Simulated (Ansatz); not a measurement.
Computed with Ansatz on PBE0-D4/def2-TZVP structures; ΔE is electronic, products minus reactants. CCSD(T)/CBS is the MP2 limit (def2-TZVPP, def2-QZVPP) plus CCSD(T) − MP2 in def2-TZVPP, frozen cores. This one scheme is used for every species. DFT in def2-TZVPP. B3LYP here is the variant with VWN-RPA as its local correlation; programs differ in this. One conformer a species, not always the lowest.

`O[Si](F)(F)CCl` + `O[SiH](O)O` → `O[SiH](O)O[Si](O)(F)F` + `CCl`  (ligand exchange at the Si–C bond)

```
             level  ΔE (kJ/mol)
          B3LYP-D4       -143.9
            B2PLYP       -143.2
               PBE       -124.5
            r2SCAN       -139.6
     HF/def2-TZVPP       -162.4
CCSD(T)/def2-TZVPP       -142.7
     MP2/CBS(def2)       -141.7
    CCSD/CBS(def2)       -144.9
```

Problem. What does CCSD(T)/CBS give? (Estimate.)

Solution. Ansatz gave: -142.0 kJ/mol. The listed levels differ from it by -1.9, -1.2, 17.5, 2.4, -20.4, -0.7, 0.3, -2.9 kJ/mol.

Largest T1 diagnostic among the species: 0.012.

From PBE to PBE0 (25 % exact exchange), in def2-TZVPP and without D4, ΔE moves by −8.5 kJ/mol. In def2-TZVPP, CCSD(T) changes the Hartree–Fock value by +19.7 kJ/mol (the triples alone add +3.0 kJ/mol) and MP2 by +20.0 kJ/mol.
